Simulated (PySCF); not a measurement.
Al(F)2(SeH), HAlF₂Se, SMILES [F][Al]([F])[SeH], CAM-B3LYP/def2-SVP optimised geometry.

```
5

Al    -0.23     0.64     0.00
F     -1.02     2.09     0.00
F      1.41     0.64     0.00
Se    -1.41    -1.31     0.00
H     -0.17    -2.09     0.01
```

Density from CAM-B3LYP/def2-TZVP in PySCF at that geometry.

Minimum of the electron density along straight lines between bonded atoms, close to the bond critical point (lines longer than 1.1 times the sum of covalent radii, or with two minima, are not listed):

| bond | length / Å | ρ at the minimum / e bohr⁻³ | ∇²ρ there / e bohr⁻⁵ | position (fraction from the first atom) |
|---|---|---|---|---|
| Al1–F2 | 1.647 | 0.115 | 0.92 | 0.44 |
| Al1–F3 | 1.648 | 0.115 | 0.92 | 0.44 |
| Al1–Se4 | 2.278 | ? | ? | 0.37 |
| Se4–H5 | 1.470 | 0.174 | ? | 0.63 |

### Question
Fill in the missing entries.

### Answer

- Al1–Se4, ρ at the minimum / e bohr⁻³: 0.072
- Al1–Se4, ∇²ρ there / e bohr⁻⁵: 0.13
- Se4–H5, ∇²ρ there / e bohr⁻⁵: -0.31
